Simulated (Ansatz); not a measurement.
Two structures of CH7BrSn, closed shell, reached by relaxing down either side of one saddle point (PBE0-D4/def2-TZVP). Energies are electronic, without zero-point energy. Computed with Ansatz 0.2.0 (basis: def2-TZVPP and def2-QZVPP); correlated methods freeze the cores. Filled d shells of the heavier atoms are correlated. Core potentials replace the inner electrons of the atoms past krypton. The def2 sets are not built for correlating such inner shells, so the correlated values are less sure here. Extrapolation: Hartree–Fock as exp(−7.88 √X), correlation as X^−2.97. First:

```
atom    x (Å)    y (Å)    z (Å)
 Sn1  -0.8985   0.6898  -0.5202
  C2  -0.3802  -1.2679   0.1562
  H3  -1.2359   0.7021  -2.1933
  H4  -2.2319   1.3146   0.3428
  H5   0.4348   1.7466  -0.2518
  H6   2.0213   1.1323   0.5224
 Br7   3.1573   0.5024   1.1228
  H8   0.4898  -1.6299  -0.3910
  H9  -1.2152  -1.9491  -0.0068
 H10  -0.1414  -1.2408   1.2190
```

Second:

```csv
atom,x (Å),y (Å),z (Å)
Sn1,-0.4718,2.1566,-0.4460
C2,0.3100,-2.1332,0.3139
H3,-1.0051,0.5959,-0.8537
H4,-1.6467,3.0452,0.4029
H5,0.1355,3.0081,-1.7865
H6,0.8391,-1.2720,0.7214
Br7,1.4394,1.8646,1.1148
H8,0.3878,-2.1284,-0.7733
H9,-0.7400,-2.0866,0.6027
H10,0.7517,-3.0500,0.7038
```

Task: Which bonds change from the first to the second?

Result: CH₆Sn ([CH3][SnH3]) + HBr → SnH₃Br ([Br][SnH3]) + CH₄; bonds formed: Sn1–Br7, C2–H6; bonds broken: Sn1–C2, H6–Br7.

Task: Give the saddle point's structure and its height above each. (Judge from chemistry; the value comes from the calculation.)

Result: Computed: 121.1 kJ/mol above the first and 245.3 kJ/mol above the second (CCSD(T) at an estimated basis limit (MP2 extrapolated from triple and quadruple zeta, plus CCSD(T) − MP2 in triple zeta)).
Sn1  (-0.574, 0.992, -0.494)
C2  (0.125, -1.150, 0.132)
H3  (-1.792, 0.258, -1.468)
H4  (-1.293, 1.792, 0.807)
H5  (0.576, 1.731, -1.484)
H6  (0.812, -0.141, 0.667)
Br7  (1.852, 1.126, 1.480)
H8  (0.292, -1.485, -0.893)
H9  (-0.858, -1.449, 0.499)
H10  (0.860, -1.675, 0.753)
(Å)

No T1 diagnostic of these runs exceeds 0.011.

Labels in which every atom is bracketed show which atoms are joined, not bond orders.

For scale, one of the runs: CCSD(T)/def2-TZVPP, 227 basis functions, launched by `ansatz run in.yaml --threads 8 --pin off --events-out ev --progress --plain --max-ram 19148MiB`. Time: 87 s of wall clock on 8 CPU threads of a Oxide Virtual Turin-like; the host was shared. Peak host memory: 4.3 GiB.
